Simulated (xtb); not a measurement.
BF₂, SMILES F[B-]F (connectivity only; charge and spin as stated), charge -1, multiplicity 1. All values are semi-empirical tight-binding results from xtb (GFN2-xTB unless named), good for trends rather than for accurate numbers. Geometry optimised at GFN2-xTB.

Optimised geometry:

```xyz
3

B      0.0000     0.0000    -0.7305
F      0.0000     1.1306     0.2029
F      0.0000    -1.1306     0.2029
```
Charge -1, spin multiplicity 1.

Computed properties:
```yaml
point_group_as_xtb_finds_it: C2v
orbital_gap: 2.73 eV
zero_point_energy: 2.7 kcal/mol
G − E(el) at 298.15 K (modified RRHO): -12.3 kcal/mol
static polarisability (D4 model): 24.1 bohr³
solvation energy, GFN2-xTB/ALPB(water): -74.6 kcal/mol
solvation energy, GFN2-xTB/ALPB(chcl3): -64.4 kcal/mol
```

**Question.** Give the IR lines (harmonic; lines under 4 % of the strongest left out, lines within 3 cm⁻¹ merged). (An estimate is asked for; the answer gives what the named calculation found.)

**Answer.** ν (cm⁻¹): 533 (vs), 920 (m) (against the strongest line: vs over 80 %, s over 45 %, m over 15 %, w over 4 %, vw less)

**Question.** Give the atomic charges and the Wiberg bond orders between heavy atoms. (An estimate is asked for; the answer gives what the named calculation found.)

**Answer.** charges (e) B1 0.09, F2 -0.54, F3 -0.54. Bond orders B1–F2 0.76, B1–F3 0.76.
